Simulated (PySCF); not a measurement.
Strontium: highly charged ions in a basis for the neutral atom

Sr⁵⁺ [Ar] 3d10 4s2 4p3, Sr⁶⁺ [Ar] 3d10 4s2 4p2. Calculation: PySCF 2.14, in def2-SVP with the def2 core potential (28 electrons) (4s3p2d, 23 functions); scalar relativity through the core potential. No spin-orbit coupling, so a gap to NIST mixes the basis error with missing relativistic terms.

Changed run: basis of the neutral atom used for a highly charged ion. This setting is unsound on purpose.

```tsv
species	method	sound run (hartree)	changed run (hartree)	converged
Sr⁵⁺	UHF	not run	-23.58603	yes
Sr⁵⁺	M06-2X	not run	-23.67099	yes
Sr⁵⁺	LDA	not run	-23.63747	yes
Sr⁶⁺	UHF	not run	-20.28403	yes
Sr⁶⁺	M06-2X	not run	-20.37064	yes
Sr⁶⁺	LDA	not run	-20.33192	yes
```

Ionisation energy of Sr⁵⁺:

| method | changed run (eV) | NIST (eV) |
| --- | --- | --- |
| UHF | 89.852 | 88 ± 2 |
| M06-2X | 89.807 | 88 ± 2 |
| LDA | 89.949 | 88 ± 2 |

The contracted functions were made for the neutral atom and can be too rigid for a highly charged ion.
